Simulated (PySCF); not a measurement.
SMILES CC(C)CBr (GFN2-xTB optimised geometry):

```
14

C      0.876     0.289    -1.258
C      0.320    -0.372     0.000
C      0.876     0.291     1.257
C     -1.203    -0.372     0.000
Br    -1.961     1.430     0.000
H      0.495    -0.199    -2.153
H      0.596     1.340    -1.291
H      1.961     0.225    -1.268
H      0.616    -1.430     0.001
H      0.490    -0.193     2.153
H      1.961     0.222     1.271
H      0.601     1.343     1.286
H     -1.600    -0.858     0.891
H     -1.600    -0.858    -0.890
```

Level of theory: CAM-B3LYP/def2-TZVP (PySCF).

Problem. What are the frontier orbital energies and the dipole moment?

Solution. HOMO-2 -10.75 eV, HOMO-1 -9.18 eV, HOMO -9.13 eV, LUMO 1.32 eV, LUMO+1 1.80 eV; dipole moment 2.13 D.

Meta-Löwdin charges at CAM-B3LYP/def2-TZVP: C1 -0.34, C2 -0.04, C3 -0.34, C4 -0.18, Br5 -0.13, H6 0.11, H7 0.12, H8 0.11, H9 0.10, H10 0.11, H11 0.11, H12 0.12, H13 0.13, H14 0.13.
